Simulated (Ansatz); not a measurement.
Stepwise reaction of `O[SiH](S)S` with ammonia, as a gas-phase model of exchange steps in deposition or etching. ΔE in kJ/mol; ΔG adds harmonic PBE0-D4 terms to CCSD(T)/CBS, at 1 bar.

Gas-phase electronic energies from Ansatz, PBE0-D4/def2-TZVP geometries. CCSD(T)/CBS is the MP2 limit (def2-TZVPP, def2-QZVPP) plus CCSD(T) − MP2 in def2-TZVPP, frozen cores. This one scheme is used for every species. Functionals use def2-TZVPP. B3LYP here is the variant with VWN-RPA as its local correlation; programs differ in this. Each species was taken in one conformer, which may not be the lowest.

```
step                                 reaction  PBE-D4  B3LYP-D4  ωB97M-V  CCSD(T)/CBS  ΔG(400 K)
   1  `O[SiH](S)S` + NH₃ → `N[SiH](O)S` + H₂S     9.0      -1.7     -2.8         -0.5      -11.4
   2  `N[SiH](O)S` + NH₃ → `N[SiH](N)O` + H₂S     5.0      -4.4     -5.1         -4.2       -9.2
```

Task: By hand: ΔE of the 2 steps together at CCSD(T)/CBS.

Result: (-0.5) + (-4.2) = -4.7 kJ/mol, or -2.4 kJ/mol a step.

In ΔE the steps differ by no more than 3.7 kJ/mol. ΔG lies between -11.4 and -9.2 kJ/mol a step. PBE-D4 differs from CCSD(T)/CBS by 9.2 to 9.5 kJ/mol a step. Isolated molecules leave out the surface, adducts and barriers. Largest T1 diagnostic: 0.012.
